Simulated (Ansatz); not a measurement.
```yaml
atoms:
  - { symbol: Ti, position_ang: [0.0000, 0.0000, 0.0000] }
  - { symbol: O, position_ang: [0.0000, 3.3267, 0.0000] }
  - { symbol: Si, position_ang: [0.0000, -3.9891, 0.0000] }
```

Basis set: pcseg-2 (spherical functions). Charge 0, multiplicity 5.

Computed with Ansatz (development build ahead of 0.2.0); each method stands on the lowest determinant of its kind that the runs found. Restricted functionals stand beside restricted open-shell atoms, which can lie above the unrestricted atoms usual in DFT and then raise those values.

The atomization energy at this shape (free ground-state atoms in the same class of orbitals less the molecule, no zero-point energy) of quintet TiSiO:

```json
{"method": "PBE (unrestricted)", "atomization energy": "53.64 kcal/mol"}
```

Problem. What does PBE (restricted open-shell) give?

Solution. 39.30 kcal/mol. Caution: other spin multiplicities were not run; the shape is not the minimum. Caution for PBE (unrestricted): a free atom is spin contaminated; the unrestricted determinant is a mixture of spin states. Caution for PBE (restricted open-shell): an unrestricted determinant lies well below.
